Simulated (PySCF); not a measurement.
C5H4F2O, SMILES C=C=CO/C(F)=C\F.

Coordinates come from a B3LYP-D3(BJ)/def2-SVP optimisation. The structure was generated by enumeration; whether it is a known compound was not checked. Other conformers were not sampled.

Two levels are set side by side: TDA-PBE/def2-SVPD (PySCF) and TDA-B3LYP/def2-SVPD (PySCF). Vertical, same geometry. The lowest singlet is HOMO→LUMO 98 % with PBE and HOMO→LUMO 73 %, HOMO−1→LUMO 26 % with the other functional; states are paired by order. Differences are taken from unrounded values.

| quantity | TDA-B3LYP |
|---|---|
| lowest singlet excitation (eV) | 4.68 |
| lowest triplet excitation (TDA) (eV) | 4.30 |

What does TDA-PBE give, and how far is it from TDA-B3LYP? (The exact figures need the calculation; the answer reports its results.)


```
quantity                              TDA-PBE  TDA-PBE minus TDA-B3LYP
------------------------------------  -------  -----------------------
lowest singlet excitation (eV)           4.21                    -0.47
lowest triplet excitation (TDA) (eV)     3.98                    -0.31
```

A lower first singlet is the usual sign of a functional without exact exchange. Differences between two approximate levels are no errors against the true value.

Rough cost on one machine, each run with all the roots and properties that it gave: TDA-B3LYP against TDA-PBE within a factor of 2.
